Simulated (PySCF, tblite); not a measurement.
Species: C4H10O2SSi2.
Structure used (GFN2-xTB), in Å, numbered top down from 1:
```
atom  x, y, z in Å
O1    -2.3433   -0.5825   -2.4702
C2    -1.7228   -0.5875   -1.4333
C3    -0.3079   -1.1118   -1.3392
C4     0.6107   -0.0506   -0.7272
S5     2.3351   -0.6434   -0.7149
Si6    2.7838    0.0776    1.2697
O7     0.3060    0.2395    0.6061
C8    -0.8167    1.0960    0.7920
Si9   -2.3877    0.1577    0.2113
H10   -0.2965   -1.9859   -0.6835
H11    0.0694   -1.3975   -2.3229
H12    0.5816    0.8648   -1.3391
H13    4.2113   -0.2074    1.3285
H14    2.5504    1.5143    1.3122
H15    2.0550   -0.7002    2.2575
H16   -0.6523    2.0388    0.2539
H17   -0.8244    1.3204    1.8586
H18   -2.6543   -0.9300    1.1521
H19   -3.5072    1.0615   -0.0193
```

Method: PBE0/pcSseg-1 in PySCF (dipole) on a GFN2-xTB geometry, gas phase.

Take the most abundant isotopes and a rigid rotor. The values belong to one conformer with, in the numbering `[O:1]=[C:2]1[CH2:3][C@H:4]([S:5][SiH3:6])[O:7][CH2:8][SiH2:9]1`, C3–C4–S5–Si6 -138°, O1–C2–C3–C4 126°, C2–C3–C4–S5 -176°, C3–C4–O7–C8 -78°, C4–O7–C8–Si9 67°.

**Question.** Give the principal moments of inertia and the rotational constants in GHz.

**Answer.** Ia = 257.44, Ib = 807.35, Ic = 1016.69 u·Å²; 505379 MHz·u·Å²/I gives 1963, 626.0 and 497.1 MHz, that is A = 1.9631, B = 0.6260, C = 0.4971 GHz.

**Question.** Classify the top.

**Answer.** An asymmetric top. Ray's parameter κ = (2B − A − C)/(A − C) = -0.824; −1 is the prolate and +1 the oblate limit.

**Question.** What does the inertial defect say?

**Answer.** Not planar: Δ = Ic − Ia − Ib = -48.09 u·Å². For a rigid frame Δ = −2 Σ m c², so Σ m c² = 24.04 u·Å² lies off the ab plane: 13.28 from hydrogen and 10.77 from heavier atoms. The atom farthest from that plane is 1.66 Å away.

**Question.** Give the other two planar moments, Paa and Pbb, and the rms extents of the mass along the axes.

**Answer.** Paa = Σ m a² = (Ib + Ic − Ia)/2 = 783.30 and Pbb = Σ m b² = (Ia + Ic − Ib)/2 = 233.39 u·Å². With the mass M = 177.99 u, the rms extents √(P/M) along a, b and c are 2.10, 1.15, 0.37 Å.

**Question.** Where do the levels up to J = 5 lie, in MHz?

**Answer.** Above 0(0,0):
J = 1: 1(0,1) 1123, 1(1,1) 2460, 1(1,0) 2589
J = 2: 2(0,2) 3360, 2(1,2) 4577, 2(1,1) 4964, 2(2,1) 8976, 2(2,0) 8984
J = 3: 3(0,3) 6694, 3(1,3) 7748, 3(1,2) 8521, 3(2,2) 12345, 3(2,1) 12389, 3(3,1) 19358, 3(3,0) 19359
J = 4: 4(0,4) 11100, 4(1,4) 11966, 4(1,3) 13252, 4(2,3) 16830, 4(2,2) 16960, 4(3,2) 23867, 4(3,1) 23870, 4(4,1) 33663, 4(4,0) 33663
J = 5: 5(0,5) 16549, 5(1,5) 17224, 5(1,4) 19146, 5(2,4) 22426, 5(2,3) 22722, 5(3,3) 29509, 5(3,2) 29520, 5(4,2) 39298, 5(4,1) 39298, 5(5,1) 51894, 5(5,0) 51894
The levels of one J sum to (2J + 1)J(J + 1)(A + B + C)/3.

**Question.** Which lines would a microwave search look for?

**Answer.** The dipole components are |μa| = 0.15 D, |μb| = 3.31 D, |μc| = 0.07 D. Intensities carry the squares of the components, which stand as 0.00 : 1.00 : 0.00 (a : b : c). Some lines, for components of 0.1 D or more:

```csv
type,branch,"J(Ka,Kc)",MHz,lower level (cm⁻¹)
a,Q,"3(1,2) ← 3(1,3)",773,0.258
a,R,"2(1,2) ← 1(1,1)",2117,0.082
b,R,"5(1,4) ← 4(2,3)",2316,0.561
a,R,"3(2,2) ← 2(2,1)",3369,0.299
a,R,"3(2,1) ← 2(2,0)",3404,0.300
b,R,"2(1,2) ← 1(0,1)",3454,0.037
b,Q,"4(2,2) ← 4(1,3)",3709,0.442
b,Q,"3(2,1) ← 3(1,2)",3868,0.284
b,Q,"2(2,0) ← 2(1,1)",4020,0.166
a,R,"4(2,2) ← 3(2,1)",4572,0.413
b,Q,"5(2,4) ← 5(1,5)",5202,0.575
a,R,"5(1,5) ← 4(1,4)",5258,0.399
a,R,"5(0,5) ← 4(0,4)",5449,0.370
a,R,"5(2,4) ← 4(2,3)",5596,0.561
a,R,"5(4,1) ← 4(4,0)",5635,1.123
a,R,"5(3,3) ← 4(3,2)",5642,0.796
a,R,"5(1,4) ← 4(1,3)",5895,0.442
b,R,"2(2,0) ← 1(1,1)",6524,0.082
b,Q,"4(3,1) ← 4(2,2)",6909,0.566
b,Q,"4(3,2) ← 4(2,3)",7037,0.561
b,Q,"5(3,3) ← 5(2,4)",7083,0.748
b,R,"4(2,3) ← 3(1,2)",8309,0.284
b,Q,"5(4,1) ← 5(3,2)",9779,0.985
b,Q,"5(4,2) ← 5(3,3)",9789,0.984
b,Q,"4(4,1) ← 4(3,2)",9796,0.796
b,R,"5(2,3) ← 4(1,4)",10756,0.399
b,Q,"5(5,0) ← 5(4,1)",12596,1.311
```

**Question.** Estimate the classical rotational partition function at 10 K, 200 K and 500 K.

**Answer.** Point group C1, symmetry number σ = 1; q = (√π/σ)·√((kT/h)³/(ABC)), k/h = 20836.6 MHz/K: 6820 at 10 K, 610000 at 200 K, 2410000 at 500 K.

Its GFN2-xTB frequencies are all real (lowest 23 cm⁻¹). Zero-point vibration and centrifugal distortion are left out. A rigid rotor knows nothing of internal rotation, which can split or shift real lines.
